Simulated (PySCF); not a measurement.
A PySCF script (with the pyscf-properties extension) for the NMR shieldings of SMILES CB(C)N1CCN[SiH2]1, C4H13BN2Si, on a PBE0-D3(BJ)/def2-SVP geometry:

```python
import basis_set_exchange as bse
import numpy as np
from pyscf import gto, dft
from pyscf.prop import nmr

atoms = """
C    -2.085639   -0.746725   -1.227107
B    -1.307218   -0.145232    0.014215
C    -2.112408    0.427519    1.254038
N     0.107575   -0.118515    0.010872
C     0.933600    0.375934    1.111862
C     2.280447    0.815597    0.538351
N     2.598870   -0.146303   -0.501654
Si    1.154314   -0.702098   -1.284495
H    -2.747643    0.023498   -1.660100
H    -2.754775   -1.557030   -0.889910
H    -1.463794   -1.146401   -2.043747
H    -1.928479    1.510629    1.369901
H    -3.199512    0.286737    1.165219
H    -1.786167   -0.039503    2.199023
H     1.097996   -0.426266    1.854719
H     0.438972    1.209629    1.631797
H     2.201855    1.855217    0.156682
H     3.045506    0.819629    1.333343
H     3.501419   -0.043875   -0.946495
H     0.824746   -0.067167   -2.601324
H     1.136937   -2.182420   -1.491685
"""
names = dict.fromkeys(["C", "B", "N", "Si", "H"], "pcSseg-1")
basis = {el: gto.basis.parse(bse.get_basis(n, elements=[el], fmt="nwchem")) for el, n in names.items()}
mol = gto.M(atom=atoms, basis=basis, charge=0, verbose=0)
mf = dft.RKS(mol, xc="PBE0")
mf.grids.level = 2
mf.grids.alignment = dft.numint.BLKSIZE   # the property module wants whole blocks of grid points
mf.conv_tol = 1e-9
mf.kernel()

calc = nmr.RKS(mf)   # GIAO
C = mf.mo_coeff
Co = C[:, mf.mo_occ > 0]
resp = mf.gen_response(singlet=True, hermi=2)
def vind(x):   # induced exchange potential for any number of trial vectors
    d = np.einsum("pi,xij,qj->xpq", C, 2 * x.reshape(-1, C.shape[1], Co.shape[1]), Co, optimize=True)
    return np.einsum("xpq,pi,qj->xij", resp(d - d.transpose(0, 2, 1)), C, Co, optimize=True).ravel()
mo1, _ = nmr.rhf.solve_mo1(calc, with_cphf=vind)
sigma = calc.kernel(mo1)
for i, s in enumerate(sigma):   # ppm
    print("%2d %-2s %9.2f" % (i, mol.atom_pure_symbol(i), np.trace(s) / 3))
```

**Question.** Give the expected output.

**Answer.** 
```
 0 C     173.50
 1 B      51.59
 2 C     179.12
 3 N     143.85
 4 C     135.13
 5 C     136.29
 6 N     242.38
 7 Si    375.71
 8 H      30.54
 9 H      30.57
10 H      31.06
11 H      30.90
12 H      30.84
13 H      30.88
14 H      28.04
15 H      28.06
16 H      28.11
17 H      28.15
18 H      31.29
19 H      25.90
20 H      26.00
```

These numbers come from an equivalent density-fitted implementation of the same equations, which agrees with the script to about 0.01 ppm for H and up to a few tenths of a ppm for heavy atoms, so last digits may differ.

Size and cost of the density-fitted run: 208 basis functions, 110 s wall time on 1 thread of an Intel Xeon, shared host; peak memory 1 GiB.
